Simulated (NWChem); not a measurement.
System meant: ZnF₂; SMILES [F][Zn][F]

NWChem input:

```
start job
memory heap 200 mb stack 900 mb global 1100 mb
geometry units angstroms noautoz
  Zn     0.000000     0.000000    -0.260160
  F      1.739216     0.000000    -0.260081
  F     -1.739216     0.000000    -0.260081
end
basis spherical
  Zn library def2-svp
  F library def2-svp
end
dft
  xc xpbe96 cpbe96
  iterations 4
  mulliken
end
task dft energy
```

End of the output:

```
    Atom       Charge   Shell Charges
 -----------   ------   -------------------------------------------------------
    1 Zn  30    29.22   2.00  2.00  1.94  0.59  0.13  5.99  5.91  0.70  7.75  2.20  0.00
    2 F    9     9.39   1.98  1.04  0.84  3.20  2.33  0.00
    3 F    9     9.39   1.98  1.04  0.84  3.20  2.33  0.00

 center of mass
 --------------
 x =   0.00000000 y =   0.00000000 z =   0.00000000

 moments of inertia (a.u.)
 ------------------
         410.441946539529           0.000000000000           0.000000000000
           0.000000000000         410.441946539529           0.000000000000
           0.000000000000           0.000000000000           0.000000000000

     Multipole analysis of the density
     ---------------------------------

     L   x y z        total         alpha         beta         nuclear
     -   - - -        -----         -----         ----         -------
     0   0 0 0     -0.000000    -24.000000    -24.000000     48.000000

     1   1 0 0      0.000000      0.000000      0.000000      0.000000
     1   0 1 0      0.000000      0.000000      0.000000      0.000000
     1   0 0 1     -0.000000     -0.000000     -0.000000      0.000000

     2   2 0 0    -15.213727     -7.606864     -7.606864      0.000000
     2   1 1 0     -0.000000     -0.000000     -0.000000      0.000000
     2   1 0 1      0.000000      0.000000      0.000000      0.000000
     2   0 2 0    -15.213727     -7.606864     -7.606864      0.000000
     2   0 1 1      0.000000      0.000000      0.000000      0.000000
     2   0 0 2    -24.829918   -109.633080   -109.633080    194.436243

 ------------------------------------------------------------------------
 dft energy failed                                                                                  0
 ------------------------------------------------------------------------
 ------------------------------------------------------------------------
  current input line :
    17: task dft energy
 ------------------------------------------------------------------------
 ------------------------------------------------------------------------
 This type of error is most commonly associated with calculations not reaching convergence criteria
 ------------------------------------------------------------------------
 For more information see the NWChem manual at https://nwchemgit.github.io

0:dft energy failed:Received an Error in Communication
```

Question: Find the fault in this run and fix the input.

Answer: Convergence was not reached. Cause: the SCF was allowed too few iterations. This input runs:
```
start job
memory heap 200 mb stack 900 mb global 1100 mb
geometry units angstroms noautoz
  Zn     0.000000     0.000000    -0.260160
  F      1.739216     0.000000    -0.260081
  F     -1.739216     0.000000    -0.260081
end
basis spherical
  Zn library def2-svp
  F library def2-svp
end
dft
  xc xpbe96 cpbe96
  iterations 150
  mulliken
end
task dft energy
```
It converges to -1978.24502 Ha (PBE/def2-SVP).
